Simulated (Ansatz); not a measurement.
The cluster ZnCu3 was relaxed with B3LYP-D4 (def2-SVP) in Ansatz in these states: charge +1 singlet, neutral doublet, neutral quartet. The geometries follow in no particular order.

A:

Cartesian coordinates in Å:
```
Cu 0.393 -0.993 -0.608
Cu -0.401 1.019 0.558
Cu -0.311 0.910 -1.783
Zn 0.319 -0.936 1.833
```

B:

Cartesian coordinates in Å:
```
Cu -0.989 0.304 -0.506
Cu 0.926 -0.300 0.616
Cu -1.067 0.074 1.860
Zn 1.130 -0.079 -1.970
```

C:

```xyz
4

Cu   -1.4128   -0.4352    0.2258
Cu    0.3690    1.0510    0.9978
Cu    0.9151   -1.1737    0.1476
Zn    0.1287    0.5579   -1.3712
```

**Question.** Judge from the bond lengths which geometry belongs to which state (an estimate).

**Answer.** A is the neutral doublet (Cu1–Zn4 2.442 Å, Cu2–Zn4 2.442 Å, Cu1–Cu2 2.457 Å); B is the charge +1 singlet (Cu1–Zn4 2.604 Å, Cu2–Zn4 2.604 Å, Cu1–Cu2 2.300 Å); C is the neutral quartet (Cu1–Zn4 2.432 Å, Cu2–Zn4 2.432 Å, Cu1–Cu2 2.445 Å).
